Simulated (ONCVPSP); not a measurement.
Se (Z = 34), ONCV: configuration errors across variants

| Property | Result |
| --- | --- |
| Element | selenium (Se) |
| Generator | ONCVPSP 4.0.1 |
| Type | optimised norm-conserving Vanderbilt (ONCV) |
| Functional | LDA (Perdew-Wang 92) |
| Relativity | scalar-relativistic |
| Frozen core | [Ne] |
| Valence charge | 24 |
| Reference configuration | 3s2 3p6 3d10 4s2 4p4 |
| Partial waves | 3s+4s: rc 0.90 bohr, ncon 3, nbas 6, qcut 11.4 1/bohr, 2 projectors; 3p+4p: rc 0.85 bohr, ncon 4, nbas 7, qcut 19.5 1/bohr, 3 projectors, debl 3.5 Ha; 3d: rc 1.05 bohr, ncon 3, nbas 8, qcut 15.5 1/bohr, 2 projectors, debl 1 Ha |
| Local potential | polynomial inside 0.60 bohr (lpopt 5, dvloc0 0 Ha) |
| Core correction | Teter function, fcfact 3.5, rcfact 1.45 |

In the d channel the program set the typed energies aside and used -1.962, 0.250 Ha.

All-electron excitation energies from the reference (eV): (1) 3s2 3p6 3d10 4s2 4p3 11.004; (2) 3s2 3p6 3d10 4s2 4p2 31.558; (3) 3s2 3p6 3d10 4s2 4p1 62.711; (4) 3s2 3p6 3d10 4s1 4p5 10.942.

1 further variants failed, have other tests or another functional or relativity, and are left out.

Errors AE − PS in meV (a dash: test not solved or not reliable):

```tsv
change	(1)	(2)	(3)	(4)	bound ghosts	GHOST(+) flags above zero
base	-0.3	-1.7	-4.3	-1.2	none	none
local potential polynomial inside 0.70 bohr (lpopt 5, dvloc0 0 Ha)	-0.2	-1.2	-3.6	-1.4	none	none
core correction Teter function fitted to the true core (icmod 2), fcfact 0.7	-0.3	-1.7	-4.3	-1.3	none	none
p: nproj 2	-0.4	-1.7	-4.4	-1.2	none	none
s: ncon 4, nbas 7	-0.3	-1.7	-4.4	-1.1	none	none
core correction Teter function, fcfact 3.5, rcfact 1.04	-0.4	-1.7	-4.2	-1.2	none	none
local potential polynomial inside 0.60 bohr (lpopt 5, dvloc0 7 Ha)	-0.3	-1.5	-3.9	-1.3	none	none
```

(1) Give the same row for: d: rc 1.12.

Results:

(1) -0.3, -1.7, -4.6, -1.3; bound ghosts: none; GHOST(+) flags above zero: none.
